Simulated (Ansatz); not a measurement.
`[CH3][Sb][SiH3]` radical from Hartree–Fock to CCSD(T)

```tsv
atom	x (Å)	y (Å)	z (Å)
C1	-1.329	-1.081	-0.249
Sb2	0.811	-1.438	-0.295
Si3	1.324	1.019	0.235
H4	-1.623	-0.713	0.735
H5	-1.849	-2.016	-0.457
H6	-1.599	-0.340	-1.002
H7	2.791	1.249	0.313
H8	0.713	1.411	1.537
H9	0.760	1.910	-0.818
```

Charge 0, multiplicity 2. Correlated methods include outer-core shells of Sb, which these sets cover unevenly. Sb takes the def2 core potential. Geometry: relaxed with PBE0-D4/def2-TZVP. Frozen core, unrestricted reference, Ansatz.

```csv
basis,HF (Eh),MP2 corr.,CCSD corr.,(T),CCSD(T) total
def2-SVP,-569.41938,-0.35060,-0.40256,-0.01173,-569.83367
def2-TZVPP,-569.57626,-0.64039,-0.67229,-0.02233,-570.27088
def2-QZVPP,-569.58898,-0.89911,–,–,–
```
